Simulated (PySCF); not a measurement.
CAM-B3LYP on V (vanadium, neutral)

Configuration: [Ar] 3d5, high-spin 6S determinant (an excited configuration). All numbers are calculated (PySCF 2.14, scalar relativity by spin-free X2C-1e, in x2c-TZVPPall (6s5p4d2f1g, 64 functions)).

- Total energy: -949.138 hartree
- One-electron energy: -1306.720 hartree
- Hartree (Coulomb) energy: 403.513 hartree
- Exchange-correlation energy: -45.931 hartree
- ⟨S²⟩: 8.7501
- ⟨L²⟩: 0.000
- Sum of ⟨r⟩: 19.77 bohr
- Sum of ⟨r²⟩: 35.17 bohr²
- Langevin diamagnetic susceptibility: -27.9 ×10⁻⁶ cm³/mol
- Time after the integrals: 1.9 s of wall time on 1 thread of Neoverse-V1 (shared host)

| shell | electrons | mean orbital energy (eV) | rms radius, mean of both spins (bohr) |
| --- | --- | --- | --- |
| 1s α | 1 | -5389.0 | 0.0768 |
| 1s β | 1 | -5389.0 | 0.0768 |
| 2s α | 1 | -607.86 | 0.334 |
| 2s β | 1 | -606.66 | 0.334 |
| 2p α | 3 | -506.43 | 0.304 |
| 2p β | 3 | -505.41 | 0.304 |
| 3s α | 1 | -70.083 | 1.03 |
| 3s β | 1 | -66.074 | 1.03 |
| 3p α | 3 | -43.174 | 1.13 |
| 3p β | 3 | -38.748 | 1.13 |
| 3d α | 5 | -3.457 | 2.22 |

Densities and radii are taken from the X2C orbitals without a picture-change correction, which distorts them close to the nucleus.
